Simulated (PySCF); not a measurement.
**I⁺: excitation energy**

I⁺ [Kr] 4d10 5s2 5p4 (3P) → I⁺ [Kr] 4d10 5s1 5p5 (3P), as a difference of total energies. All numbers are calculated (PySCF 2.14, a scalar-relativistic core potential, in aug-cc-pVQZ-PP with ECP28MDF). Correlated levels: valence: 4s2 4p6 4d10 frozen. The calculations carry no spin-orbit coupling.

| method | excitation energy (eV) | error (eV) |
| --- | --- | --- |
| UHF | 12.023 | +2.037 |
| MP2 (valence) | 11.068 | +1.082 |
| SCS-MP2 (valence) | 10.941 | +0.955 |
| CCSD (valence) | 10.221 | +0.235 |
| CCSD(T) (valence) | 9.776 | -0.210 |

Reference: 9.986 eV (measured; NIST levels, between the centres of gravity of the two terms).

Errors of the correlated levels include the incompleteness of this basis and the frozen core.

The coupled-cluster amplitudes are large for the upper state (T1 above 0.03 or a double amplitude above 0.15), so a single reference is strained.
